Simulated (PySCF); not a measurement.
Compound: CH10Si3.
SMILES with atom numbers: `[SiH3:1][CH:2]([SiH3:3])[SiH3:4]` (hydrogens: H5, H6, H7 on Si1; H8 on C2; H9, H10, H11 on Si3; H12, H13, H14 on Si4)

The same species was optimised twice, with GFN2-xTB and with PBE0-D3(BJ)/def2-SVP (PySCF), and the same property calculations (PySCF, gas phase) were run on both structures.

```tsv
coordinate	GFN2-xTB	PBE0-D3(BJ)/def2-SVP	change
Si3–H10 (Å)	1.464	1.495	+0.031
Si1–H6 (Å)	1.464	1.495	+0.031
Si4–H14 (Å)	1.465	1.495	+0.030
Si3–H11 (Å)	1.467	1.495	+0.028
Si1–H5 (Å)	1.467	1.495	+0.028
Si4–H13 (Å)	1.467	1.495	+0.028
Si1–H7 (Å)	1.467	1.495	+0.028
Si3–H9 (Å)	1.467	1.495	+0.028
Si4–H12 (Å)	1.467	1.495	+0.028
C2–Si4 (Å)	1.902	1.886	-0.016
C2–Si3 (Å)	1.902	1.886	-0.016
Si1–C2 (Å)	1.902	1.886	-0.016
C2–H8 (Å)	1.095	1.107	+0.012
H13–Si4–H14 (°)	109.2	108.4	-0.8
C2–Si3–H11 (°)	110.0	110.7	+0.7
C2–Si4–H13 (°)	110.0	110.7	+0.7
H10–Si3–H11 (°)	109.1	108.4	-0.7
H5–Si1–H6 (°)	109.1	108.5	-0.6
H12–Si4–H14 (°)	109.1	108.5	-0.6
H6–Si1–H7 (°)	109.1	108.5	-0.6
C2–Si1–H7 (°)	110.1	110.6	+0.5
```

Rotational constants: A = 2771, B = 2769, C = 1499 MHz (GFN2-xTB) against A = 2814, B = 2803, C = 1524 MHz (PBE0-D3(BJ)/def2-SVP). Atoms that the bonding makes alike are paired by their places after alignment.

On the GFN2-xTB structure: lowest singlet, TDDFT (eV) 7.46 [PBE0/def2-SVPD]; lowest triplet, Tamm–Dancoff (eV) 7.06 [PBE0/def2-SVPD]; isotropic polarisability (au) 94.6 [PBE0/def2-SVPD]; HOMO (eV) -8.70 [PBE0/def2-SVPD]; LUMO (eV) -0.05 [PBE0/def2-SVPD]; dipole (D) 0.55 [PBE0/def2-SVPD]; HOMO (eV) -8.76 [PBE0/pcSseg-1]; LUMO (eV) 0.08 [PBE0/pcSseg-1]; dipole (D) 0.52 [PBE0/pcSseg-1]; GIAO shielding of Si1/Si3/Si4 (mean) (ppm) 416.8 [PBE0/pcSseg-1]; GIAO shielding of C2 (ppm) 209.2 [PBE0/pcSseg-1].

What do these properties become on the PBE0-D3(BJ)/def2-SVP structure?

```tsv
property	level	on GFN2-xTB	on PBE0-D3(BJ)/def2-SVP	change
lowest singlet, TDDFT (eV)	PBE0/def2-SVPD	7.46	7.51	+0.05
lowest triplet, Tamm–Dancoff (eV)	PBE0/def2-SVPD	7.06	7.12	+0.06
isotropic polarisability (au)	PBE0/def2-SVPD	94.6	96.5	+1.9
HOMO (eV)	PBE0/def2-SVPD	-8.70	-8.78	-0.08
LUMO (eV)	PBE0/def2-SVPD	-0.05	-0.08	-0.03
dipole (D)	PBE0/def2-SVPD	0.55	0.70	+0.15
energy, GFN2-xTB geometry as zero (kcal/mol)	PBE0/def2-SVPD	0.0	-1.9	-1.9
HOMO (eV)	PBE0/pcSseg-1	-8.76	-8.84	-0.08
LUMO (eV)	PBE0/pcSseg-1	0.08	0.04	-0.04
dipole (D)	PBE0/pcSseg-1	0.52	0.68	+0.16
energy, GFN2-xTB geometry as zero (kcal/mol)	PBE0/pcSseg-1	0.0	-1.4	-1.4
GIAO shielding of Si1/Si3/Si4 (mean) (ppm)	PBE0/pcSseg-1	416.8	413.6	-3.2
GIAO shielding of C2 (ppm)	PBE0/pcSseg-1	209.2	208.4	-0.8
```

The heavy atoms differ by 0.017 Å rms after alignment (one structure mirrored). Among all bonds Si1–H6, Si3–H10 and Si4–H14 change most and about equally (+0.030 to +0.031 Å). Changes are differences of the printed values. Neither structure is proved a minimum here.
